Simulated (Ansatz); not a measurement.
Ansatz (a program for electronic structure) input (CCSD(T)/def2-SVPD):

Ansatz 0.2 input:
```yaml
crystal:
  periodic: [false, false, false]
  atoms:
    - {symbol: Cu, position_ang: [0.00000000, 0.00000000, 0.00000000]}
    - {symbol: F, position_ang: [0.00000000, 0.00000000, 1.73355785]}
    - {symbol: F, position_ang: [-0.00000000, -0.00000000, -1.73355785]}
basis:
  gaussian:
    orbitals: def2-SVPD
magnetization: {spin_polarized: true, initial_magnetization: 1}
correlation: {method: ccsd_t, electrons: outside_noble_gas}
output: {forces: true}
```

End of the output:

```
mean field evaluation 16: about -50001.1922 eV, gradient 7.3e-6 eV
mean field evaluation 32: about -50001.1917 eV, gradient 2.2e-1 eV
mean field evaluation 64: about -49996.7322 eV, gradient 3.2e1 eV
mean field evaluation 96: about -49995.7664 eV, gradient 2.4e1 eV
mean field evaluation 128: about -49999.9721 eV, gradient 1.9e-3 eV
mean field evaluation 160: about -50000.6536 eV, gradient 1.8e-3 eV
mean field evaluation 192: about -49994.4913 eV, gradient 5.7e-4 eV
mean field -50001.19223526 eV, -1837.5099226204 hartree, gradient 7.3e-6 eV, S^2 0.753864; 10 other end points of the search recorded, 0 dependent functions left out
determinant -50001.19223526 eV, -1837.5099226204 hartree, with singles and doubles -50018.29595290 eV, -1838.1384726505 hartree
determinant -50000.65358811 eV, -1837.4901277028 hartree, with singles and doubles -50017.87398468 eV, -1838.1229656044 hartree
determinant -49999.97214090 eV, -1837.4650849797 hartree, with singles and doubles -50016.99289447 eV, -1838.0905861365 hartree
determinant -50001.19223526 eV, -1837.5099226204 hartree, with singles and doubles -50018.30948799 eV, -1838.1389700559 hartree
determinant -50000.65358811 eV, -1837.4901277028 hartree, with singles and doubles -50017.90194700 eV, -1838.1239932005 hartree
11 core orbitals not correlated
reference -50001.19223526 eV, -1837.5099226204 hartree; 13, 12 occupied and 56, 57 virtual orbitals, 805 factors
densities: 0.61 GiB planned
second order -17.22320654 eV of doubles, -0.00000000 eV of singles
coupled cluster: 0.46 GiB planned
cycle   1  -17.11723302 eV  change    2.0e-5 eV  update   4.0e-6
cycle   2  -17.11723686 eV  change   -3.8e-6 eV  update   2.4e-6
cycle   3  -17.11723584 eV  change    1.0e-6 eV  update   1.5e-6
cycle   4  -17.11723557 eV  change    2.7e-7 eV  update   3.0e-7
cycle   5  -17.11723642 eV  change   -8.5e-7 eV  update   1.4e-7
perturbative correction -0.45513070 eV, -0.0167257447 hartree
the calculation of the forces begins
Total energy: -50018.76460238 eV, -1838.1556952010 hartree
Atom 0 at     0.000000     0.000000     0.000000 Å, force     0.000000     0.000000     0.000000 eV/Å
Atom 1 at     0.000000     0.000000     1.733558 Å, force    -0.000000     0.000000     0.411036 eV/Å
Atom 2 at    -0.000000    -0.000000    -1.733558 Å, force     0.000000     0.000000    -0.411036 eV/Å
Dipole moment:    -0.000000     0.000000    -0.000000 e Å
```

The spin state was set by rule; other spins were not relaxed.
